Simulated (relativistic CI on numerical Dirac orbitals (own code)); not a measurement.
Magnetism of Eu4+, 4f5, in a crystal field

Calculated by Dirac-Coulomb-Breit CI, orbitals from a KLI potential per configuration, model QED, valence Slater integrals scaled by 0.8, one configuration in a parametric crystal field (own radial code).

Field parameters in Wybourne normalisation. The field is a parameter set, without covalency.

S is read from ⟨S²⟩ = S(S + 1).

Powder χT (cm³ K mol⁻¹) by Van Vleck's formula, with temperature-independent terms:

```tsv
Field	2 K	5 K	10 K	20 K	50 K	100 K	200 K	300 K
D3h, B20 = 1570, B40 = -530, B60 = 200, B66 = 10 cm⁻¹	0.0466	0.0487	0.0522	0.0592	0.0804	0.117	0.188	0.256
D4h, B20 = -1230, B40 = -500, B44 = -2060, B60 = 1070, B64 = -940 cm⁻¹	0.0364	0.0385	0.042	0.0489	0.0697	0.105	0.181	0.256
```

For D4h, B20 = -1230, B40 = -500, B44 = -2060, B60 = 1070, B64 = -940 cm⁻¹: what effective moment follows at 300 K?

μ_eff = √(8χT) = 1.43 μB. The LS value g√(J(J + 1)) of the free ion's ⁶H°5/2 level is 0.85 μB.
